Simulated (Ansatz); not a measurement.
Ansatz (a quantum-chemistry and plane-wave program) input (B2PLYP/def2-TZVPD):

Ansatz 0.2 input:
```yaml
crystal:
  periodic: [false, false, false]
  atoms:
    - {symbol: F, position_ang: [1.99715317, 0.07033125, 0.09770511]}
    - {symbol: C, position_ang: [0.69813659, -0.11028523, 0.05173734]}
    - {symbol: C, position_ang: [-0.09730471, -1.18616433, 0.14943218]}
    - {symbol: C, position_ang: [-1.44602052, -0.74846928, 0.02019608]}
    - {symbol: C, position_ang: [-1.35752060, 0.59471598, -0.15017796]}
    - {symbol: O, position_ang: [-0.04127075, 1.00388894, -0.13308471]}
    - {symbol: H, position_ang: [-2.34541350, -1.33820339, 0.04894980]}
    - {symbol: H, position_ang: [-2.08254357, 1.37532776, -0.29074400]}
basis:
  gaussian:
    orbitals: def2-TZVPD
hamiltonian:
  xc: {name: B2PLYP}
magnetization: {spin_polarized: true, initial_magnetization: 1}
correlation: {electrons: outside_noble_gas}
```

End of the output:

```
0.43 GiB of the device are held for the grids
1.25 GiB of device memory are held for the factors and their scratch space
mean field: 2.11 GiB planned
mean field evaluation 1: about -8921.7242 eV, gradient 3.4e1 eV
mean field evaluation 2: about -8921.8397 eV, gradient 3.4e1 eV
mean field evaluation 4: about -8927.0204 eV, gradient 4.2e0 eV
mean field evaluation 8: about -8927.1486 eV, gradient 7.9e-1 eV
mean field evaluation 16: about -8927.1609 eV, gradient 1.1e-2 eV
mean field evaluation 32: about -8927.5727 eV, gradient 9.2e0 eV
mean field evaluation 64: about -8927.2373 eV, gradient 7.6e0 eV
mean field -8928.24946118 eV, -328.1071159136 hartree, gradient 2.1e-6 eV, S^2 0.771116; 5 other end points of the search recorded, 0 dependent functions left out
6 core orbitals not correlated
reference -8928.24962558 eV, -328.1071219550 hartree; 16, 15 occupied and 224, 225 virtual orbitals, 1601 factors
second order -35.11635610 eV of doubles, -0.00000000 eV of singles
Total energy: -8937.73104172 eV, -328.4555575717 hartree
```

It need not be the lowest isomer of its formula.
